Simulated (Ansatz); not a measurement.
Cost and result for the atomization energy of `[CH3][SnH]([F])[CH2]Cl` (11 atoms, 10 bonds).

Z-matrix (Å, degrees):
```
C
Sn 1 2.121
H 1 1.089 2 110.1
H 1 1.090 2 109.6 3 120.5
H 1 1.090 2 108.9 3 -119.9
F 2 1.936 1 105.6 3 73.6
C 2 2.149 1 112.3 3 -174.1
H 2 1.705 1 117.0 3 -42.7
Cl 7 1.786 2 107.8 1 61.4
H 7 1.088 2 111.5 1 -56.9
H 7 1.088 2 112.1 1 -179.9
```

Charge 0, multiplicity 1. Correlated methods include outer-core shells of Sn, which these sets cover unevenly. Sn: def2 effective core potential. The geometry is a stationary point of PBE0-D4/def2-TZVP. It is one conformer, not always the lowest. Program: Ansatz. Hardware: A = 2 threads of an AMD EPYC 7R13 on a shared host; B = 2 threads of an AMD EPYC 7R13 on a shared host and a share of an NVIDIA H100 80 GB. Times are those of one run each, without the atoms' runs, and a repeat can differ threefold. Electronic energies, without spin–orbit coupling; frozen cores. CCSD(T)/CBS adds CCSD(T) − MP2 in def2-TZVPP to the MP2 limit, and its time is that of the two runs behind it. T1 = 0.012. With those shells the extrapolation isn't a true limit. B3LYP takes the VWN-RPA correlation (the form of Gaussian; ORCA's B3LYP/G).

CCSD(T)/CBS is a level of theory with its own doubt, some kJ/mol a heavy atom from the limit and from the frozen cores, so smaller differences don't rank the functionals.

```json
{"level": "PBE-D4/def2-TZVPP (with forces) [A]", "functions": "269", "wall time": "4.2 s"}
{"level": "MP2/def2-QZVPP [B]", "functions": "503", "wall time": "4.3 s"}
{"level": "CCSD(T)/def2-TZVPP [B]", "functions": "269", "wall time": "6 s"}
{"level": "PBE0-D4/def2-TZVPP [A]", "functions": "269", "wall time": "6 s"}
{"level": "r2SCAN-D4/def2-TZVPP (with forces) [A]", "functions": "269", "wall time": "7.5 s"}
{"level": "B3LYP-D4/def2-TZVPP (with forces) [A]", "functions": "269", "wall time": "9 s"}
{"level": "B2PLYP/def2-TZVPP [A]", "functions": "269", "wall time": "10 s"}
{"level": "CCSD(T)/CBS(def2)", "functions": "–", "wall time": "10 s"}
{"level": "ωB97X-V/def2-TZVPP [A]", "functions": "269", "wall time": "13 s"}
{"level": "ωB97M-V/def2-TZVPP (with forces) [A]", "functions": "269", "wall time": "18 s"}
```

What atomization energy does each give, and how far from CCSD(T)/CBS? (Estimate.)

The calculation gave: 
```csv
level,atomization (kJ/mol),difference from CCSD(T)/CBS,per bond
PBE-D4/def2-TZVPP (with forces) [A],3739.2,30.1,3.0
MP2/def2-QZVPP [B],3707.7,-1.4,-0.1
CCSD(T)/def2-TZVPP [B],3603.4,-105.7,-10.6
PBE0-D4/def2-TZVPP [A],3677.1,-32.0,-3.2
r2SCAN-D4/def2-TZVPP (with forces) [A],3686.9,-22.2,-2.2
B3LYP-D4/def2-TZVPP (with forces) [A],3661.9,-47.2,-4.7
B2PLYP/def2-TZVPP [A],3628.9,-80.2,-8.0
CCSD(T)/CBS(def2),3709.1,0.0,0.0
ωB97X-V/def2-TZVPP [A],3700.4,-8.7,-0.9
ωB97M-V/def2-TZVPP (with forces) [A],3686.7,-22.4,-2.2
```

In def2-TZVPP, CCSD(T) changes the Hartree–Fock value by +933.5 kJ/mol (the triples alone add +57.8 kJ/mol) and MP2 by +974.4 kJ/mol; breaking electron pairs costs correlation energy, which Hartree–Fock lacks. From PBE to PBE0 (25 % exact exchange), in def2-TZVPP and without D4, the atomization energy moves by −58.7 kJ/mol: exact exchange takes away binding that semilocal exchange gives to molecules. The D4 term adds +38.3 kJ/mol with B3LYP and +20.3 kJ/mol with PBE0; it sums over pairs of atoms, weighted by their polarisabilities, and B3LYP, whose exchange is more repulsive, gets the larger term.

Spin–orbit coupling would lower the free Sn atoms strongly, and the atomization energy with them, by more than many differences here. For some Ge, Se and Sn compounds the MP2-based and the directly extrapolated limit differ by 10 to 25 kJ/mol.
